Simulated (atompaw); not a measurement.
## What one change does to a pseudopotential (neodymium, PAW (atompaw))

```json
{
 "Element": "neodymium",
 "Generator": "atompaw 4.2.0.5",
 "Type": "PAW",
 "Functional": "LDA (PW92)",
 "Relativity": "scalar-relativistic",
 "Frozen core": "[Kr] 4d10 4f3",
 "Valence charge": "11",
 "Reference configuration": "5s2 5p6 5d1 6s1.5 6p0 (charge +0.5)",
 "Partial waves": "5s (bound): rc 2.05 bohr; 6s (bound): rc 2.15 bohr; 5p (bound): rc 2.55 bohr; 6p (bound, empty): rc 3.00 bohr; 5d (bound): rc 3.00 bohr; 5d channel at 3.35 Ry: rc 3.00 bohr",
 "Local potential": "bessel scheme, radius 2.90 bohr",
 "Core correction": "smooth core density matched at 2.20 bohr",
 "Augmentation charge": "sinc compensation charge, radius 2.85 bohr; PAW radius 3.00 bohr; waves and projectors: custom rrkj gramschmidtortho"
}
```

Change: all radii scaled by about 1.22 (s 2.50, p 3.10, d 3.66 bohr); local potential bessel scheme, radius 3.54 bohr; augmentation sinc compensation charge, radius 3.48 bohr; PAW radius 3.66 bohr; waves and projectors: custom rrkj gramschmidtortho; core correction smooth core density matched at 2.68 bohr.

Cutoffs: the cutoffs (Ry, on a coarse ladder) from which the occupation-weighted sum of valence levels, in a spherical-Bessel basis at the reference potential, stays within 10 and 1 mRy of its value at 400 Ry; they do not see the model core or the augmentation charge, which bear on the density cutoff.

Q: What does the change do?

A: The potential gets softer (15 Ry and 21 Ry → 12 Ry and 18 Ry); neither file shows a bound ghost. A larger radius leaves more room for a smooth pseudo-wave, so fewer plane waves are needed.

```tsv
quantity	base	changed
cutoff, loose	15 Ry	12 Ry
cutoff, tight	21 Ry	18 Ry
loose cutoff by channel (10 mRy a level)	s 10 Ry, p 10 Ry, d 8 Ry	s 12 Ry, p 8 Ry, d 6 Ry
bound ghosts	none	none
lowest overlap eigenvalue by channel	s 0.23, p 0.09, d 0.86	s 0.15, p 0.65, d 0.83
```

 The cutoffs see the waves, projectors and local potential, not the compensation charge or the core.
